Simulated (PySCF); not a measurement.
# Excited states of Bi³⁺ (bismuth, charge +3)

Ground state [Xe] 4f14 5d10 6s2, ¹S. All numbers are calculated (PySCF 2.14, the spin-free X2C one-electron Hamiltonian (Gaussian nucleus), in x2c-SVPall with two added diffuse shells each of s, p type (9s9p4d2f, 70 functions)). Vertical excitation energies in eV without spin-orbit coupling; excited terms of each kind are numbered among those the solver found. Frozen: [Xe] 4f14.

| term | leading excitation | EOM-EE-CCSD |
| --- | --- | --- |
| 1 3P° | 6s → p | 11.071 |
| 1 1P° | 6s → p | 14.282 |
| 1 3S | 6s → s | 24.164 |
| 1 1S | 6s → s | 24.776 |
| 1 3D | 6s → d | 26.005 |
| 2 3P° | 6s → p | 28.248 |
| 2 1P° | 6s → p | 28.764 |
| 1 1D | 6s → d | 29.032 |
| 1 3F° | 5d → p | 29.085 |
| 1 1F° | 5d → p | 29.612 |
| 1 1D° | 5d → p | 30.144 |
| 1 3D° | 5d → p | 30.189 |
| 2 3S | 6s → s | 32.829 |
| 2 1S | 6s → s | 33.104 |

The spin-orbit splitting of the hole, absent here, rivals or exceeds the spacing of these terms, so the LS terms are model states.

Doubly excited terms such as np² are absent. The solver can miss terms.
